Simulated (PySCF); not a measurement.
Method used: delta-SCF UKS SCAN, pcX-2 on the ionised atom, pcseg-1 elsewhere, spin-free X2C (PySCF). Geometries: PBE0-D3(BJ)/def2-SVP; isolated species, one conformer each. Values against the vacuum level.

Problem. Rank by computed C 1s binding energy, lowest first.
A. C5 in `[CH3:1][N:2]([CH3:3])[BH:4][CH2:5][SiH3:6]`
B. C2 in `[CH2:1]=[CH:2][C:3](=[O:4])[F:5]`
C. C1 in `[CH3:1][CH2:2][CH2:3][NH:4][SiH2:5][PH2:6]`

Solution. A (289.48 eV), C (290.66 eV), B (291.89 eV).

The highest is bonded to C (double bond), C and H, the lowest to 2 H, B and Si; the range is 2.41 eV.

Problem. Order these sites by rising N 1s binding energy.
A. Nitrogen in `CN(C)BC[SiH3]`
B. N4 in `[GeH3:1][O:2][SiH:3]1[NH:4][SiH2:5][NH:6][SiH2:7][NH:8]1`
C. Nitrogen in `CCCN[SiH2]P`

Solution. B (403.79 eV), C (404.24 eV), A (404.82 eV).

From the lowest up, the atoms are bonded to: H and 2 Si (403.79); C, H and Si (404.24); 2 C and B (404.82).

Problem. Order these sites by rising Si 1s binding energy.
A. Silicon in `CN(C)BC[SiH3]`
B. Si3 in `[GeH3:1][O:2][SiH:3]1[NH:4][SiH2:5][NH:6][SiH2:7][NH:8]1`
C. Silicon in `CCCN[SiH2]P`

Solution. A (1846.13 eV), C (1846.52 eV), B (1847.38 eV).

The highest is bonded to O, 2 N and H, the lowest to C and 3 H; the range is 1.25 eV.
